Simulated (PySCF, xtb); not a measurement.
Si(H)(F)(Cl)(Me) (CH₄ClFSi), SMILES [SiH](C)(F)Cl.

Harmonic wavenumbers (cm⁻¹) from GFN2-xTB (xtb 6.7.1) at its own minimum, in rising order: 96, 158, 189, 235, 499, 626, 653, 750, 806, 835, 851, 1378, 1466, 1472, 2359, 3025, 3046, 3051.

Problem. What does ωB97X-D3(BJ)/def2-SVP run with PySCF 2.14.0 give at its own minimum? (The exact figures need the calculation; the answer reports its results.)

Solution. 152, 192, 241, 285, 554, 690, 746, 779, 860, 901, 952, 1294, 1435, 1435, 2317, 3073, 3179, 3184. Paired by order, the mean absolute difference is 65 cm⁻¹ and the zero-point energies are 30.7 and 31.8 kcal/mol.
